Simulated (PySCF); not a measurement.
Delta-SCF ions had no search for a lower state. Excitations are Tamm–Dancoff values on a coarser integration grid. The basis has no diffuse functions, so Rydberg states are missing or too high.

# C₅H₈Si, SMILES `[SiH2]1C=CC(C)=C1` (charge 0, multiplicity 1)

The numbers are results of ωB97X-D3(BJ)/def2-TZVP // PBE0-D3(BJ)/def2-TZVP run with PySCF, not measurements.

```json
{
  "HOMO": "-8.95 eV",
  "dipole_moment": "1.20 D",
  "LUMO": "0.78 eV",
  "HOMO–LUMO gap": "9.73 eV",
  "S1 excitation (TDA)": "4.89 eV",
  "S1 oscillator strength": "0.074",
  "brightest of the four lowest singlets (TDA)": "7.05 eV",
  "T1 excitation (TDA)": "2.95 eV",
  "S1–T1 gap (TDA)": "1.93 eV",
  "vertical ionisation energy (Delta-SCF)": "8.65 eV",
  "total_energy": "-485.0146 Ha",
  "cost": "around 7 core-minutes (rough)"
}
```

Bonded distances (Å): C1–C2 1.492, C1–H7 1.095, C1–H8 1.095, C1–H9 1.090, C2–C3 1.345, C2–C6 1.486, C3–Si4 1.856, C3–H10 1.083, Si4–C5 1.864, Si4–H11 1.489, Si4–H12 1.489, C5–C6 1.340, C5–H13 1.082, C6–H14 1.089. Angles (°): C2–C1–H7 110.7, C2–C1–H8 110.7, C2–C1–H9 111.6, H7–C1–H8 106.6, H7–C1–H9 108.5, H8–C1–H9 108.5, C1–C2–C3 125.8, C1–C2–C6 118.6, C3–C2–C6 115.6, C2–C3–Si4 107.6, C2–C3–H10 121.8, Si4–C3–H10 130.6, C3–Si4–C5 92.7, C3–Si4–H11 114.3, C3–Si4–H12 114.3, C5–Si4–H11 113.6, C5–Si4–H12 113.6, H11–Si4–H12 107.9, Si4–C5–C6 106.4, Si4–C5–H13 131.2, C6–C5–H13 122.5, C2–C6–C5 117.7, C2–C6–H14 118.8, C5–C6–H14 123.5.
Charge 0, spin multiplicity 1.
